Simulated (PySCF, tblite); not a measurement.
Compound: C₆H₅FOS.
SMILES with atom numbers: `[CH3:1][c:2]1[cH:3][s:4][c:5]([C:6](=[O:7])[F:8])[cH:9]1` (hydrogens: H10, H11, H12 on C1; H13 on C3; H14 on C9)

The geometry is computed with GFN2-xTB (gas phase).

Problem. Give the optimised bond lengths and angles.

Solution. 
| bond | length (Å) |
| --- | --- |
| C1–C2 | 1.492 |
| C2–C3 | 1.371 |
| C3–S4 | 1.708 |
| S4–C5 | 1.734 |
| C5–C6 | 1.438 |
| C6=O7 | 1.186 |
| C6–F8 | 1.376 |
| C5–C9 | 1.376 |
| C2–C9 | 1.406 |
| C1–H10, C1–H11, C1–H12 | 1.088 |
| C3–H13 | 1.073 |
| C9–H14 | 1.075 |

Bonds in one row agree within 0.01 Å and their mean is given. A selection of angles:
| angle | degrees |
| --- | --- |
| C1–C2–C3 | 124.3 |
| C1–C2–C9 | 124.3 |
| C3–C2–C9 | 111.3 |
| C2–C3–S4 | 113.7 |
| C3–S4–C5 | 90.4 |
| S4–C5–C6 | 119.6 |
| S4–C5–C9 | 111.6 |
| C6–C5–C9 | 128.8 |
| C5–C6–O7 | 130.1 |
| C5–C6–F8 | 110.8 |
| O7–C6–F8 | 119.1 |
| C2–C9–C5 | 113.0 |

Torsions: S4–C5–C6–O7 0° (synperiplanar). The mirror-image conformer, all signs reversed, is as good.

Of the pairs four or more bonds apart, F8···H14 is among the closest relative to their van der Waals radii: 2.58 Å, 97 % of the sum of Bondi's values. The 9 heavy atoms lie in one plane (0.004 Å rms). The C–S distances run from 1.708 Å (C3–S4, aromatic) to 1.734 Å (S4–C5, aromatic), a spread of 0.026 Å. The 5-membered ring C2–C3–S4–C5–C9 has internal angles of 90.4° to 113.7°; it is planar, 0.00 Å rms from its mean plane, widest ring torsion 0°. The C–C distances run from 1.371 Å (C2–C3, aromatic) to 1.492 Å (C1–C2, drawn single), a spread of 0.121 Å.

GFN2-xTB frequencies show an imaginary mode (40i cm⁻¹), so the point is no minimum at that level.
